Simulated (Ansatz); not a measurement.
`B[Se][SiH2][SiH3]` + NH₃ → `BN` + `[SiH3][SiH2][SeH]` at 700 K and 1 bar (ligand exchange at a B–Se bond).

Calculated with Ansatz (gas phase, PBE0-D4/def2-TZVP geometries, no zero-point term in ΔE). CBS: MP2 limit from def2 TZ/QZ plus the TZ coupled-cluster correction, frozen cores. This one scheme is used for every species. For Se outer-core shells are correlated without core-valence functions, which leaves a few kJ/mol of doubt a bond. Scalar relativity is left out up to krypton. One conformer a species, not always the lowest.

| species | CCSD(T)/CBS energy (Eh) | H − E (kJ/mol) | S (J/(mol·K)) |
| --- | --- | --- | --- |
| `B[Se][SiH2][SiH3]` | -3007.88916 | 257.0 | 513.5 |
| NH₃ | -56.50880 | 116.9 | 226.5 |
| `BN` | -81.93499 | 163.7 | 282.2 |
| `[SiH3][SiH2][SeH]` | -2982.48284 | 204.9 | 459.5 |

H − E and S are ideal-gas, rigid-rotor, harmonic terms from PBE0-D4/def2-TZVP, for one conformer and one mirror image of each species. 1 Eh = 2625.50 kJ/mol, R = 8.31446 J/(mol·K).

Task: By hand: ΔE, ΔH, ΔS and ΔG.

Result: ΔE = (-81.93499) + (-2982.48284) − (-3007.88916) − (-56.50880) = -0.01987 Eh = -52.2 kJ/mol. Δ(H − E) = 163.7 + 204.9 − 257.0 − 116.9 = -5.3, so ΔH = -57.5 kJ/mol. ΔS = 282.2 + 459.5 − 513.5 − 226.5 = 1.7 J/(mol·K). ΔG = -57.5 − 700 × (1.7)/1000 = -58.7 kJ/mol.

Task: By hand: the equilibrium constant, and the temperature at which ΔG would vanish if ΔH and ΔS stayed fixed.

Result: log₁₀ K = −ΔG/(RT ln 10) = 4.4. ΔH and −TΔS have one sign here, so there is no such temperature. One of them is within its doubt of zero, so this could turn.

The number of gas molecules stays the same, so ΔS is small and ΔH decides. A doubt of 5 kJ/mol in ΔE shifts log₁₀ K by 0.4 here. Other conformers and mirror images would add mixing entropy, several J/(mol·K) or more a flexible species. Modes under 60 cm⁻¹, often nearly free rotors, make the harmonic entropy too high. These are equilibria of isolated gas molecules and say nothing of rates. Largest T1 diagnostic: 0.014 (customary marks: 0.02 for closed shells, 0.045 for open ones).
